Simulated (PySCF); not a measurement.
CH9FN2Si2, SMILES C(F)[SiH2]N[SiH2]N.

Geometry: B3LYP-D3(BJ)/def2-SVP. This is a generated structure with no PubChem entry under its InChIKey; it may be hypothetical. Other conformers were not sampled.

All values below come from B3LYP-D3(BJ)/def2-SVP (PySCF).

Frequencies are harmonic and unscaled.

```csv
mode,ν (cm⁻¹),IR (km/mol),moving atoms (share of kinetic energy)
1,23,1.1,"Si 36 %, H 35 %, C 11 %, F 10 %, N 8 %"
2,39,0.8,"N 50 %, H 21 %, F 16 %"
3,81,4.5,"F 34 %, H 30 %, C 26 %"
4,145,5.4,"Si 34 %, N 25 %, H 21 %, F 13 %"
5,174,0.4,"Si 34 %, H 24 %, N 21 %, F 15 %"
6,201,8.9,"H 54 %, N 32 %, Si 13 %"
7,282,9.3,"H 58 %, F 16 %, N 13 %"
8,326,41.4,"H 29 %, F 24 %, N 23 %, Si 17 %"
9,363,143.9,"H 75 %, N 21 %"
10,437,83.9,"H 70 %, N 20 %, Si 9 %"
11,482,9.7,"H 90 %, Si 9 %"
12,587,14.9,"H 67 %, Si 25 %"
13,648,8.0,"H 64 %, Si 20 %, N 12 %"
14,702,12.6,"H 61 %, C 20 %, Si 13 %"
15,709,3.1,"H 48 %, C 28 %, Si 21 %"
16,796,87.6,"H 58 %, N 27 %, Si 14 %"
17,848,58.7,"N 40 %, H 39 %, Si 19 %"
18,872,18.2,"H 74 %, C 20 %"
19,880,83.8,"H 64 %, N 22 %, Si 14 %"
20,894,368.8,"H 73 %, Si 16 %"
21,939,276.2,"H 43 %, N 35 %, Si 22 %"
22,944,79.3,"H 86 %, N 11 %"
23,971,89.4,"H 78 %, Si 14 %"
24,986,101.7,H 95 %
25,1059,67.7,"C 50 %, F 40 %, H 10 %"
26,1189,237.1,"H 66 %, N 30 %"
27,1232,7.8,H 91 %
28,1308,0.1,"H 73 %, C 25 %"
29,1455,3.5,H 94 %
30,1538,54.4,"H 89 %, N 11 %"
31,2180,151.4,H 96 %
32,2211,143.0,H 97 %
33,2230,121.4,H 98 %
34,2233,149.5,H 96 %
35,3007,22.8,H 95 %
36,3061,25.3,"H 90 %, C 10 %"
37,3571,23.7,H 96 %
38,3574,33.8,H 93 %
39,3666,23.7,"H 91 %, N 9 %"
```
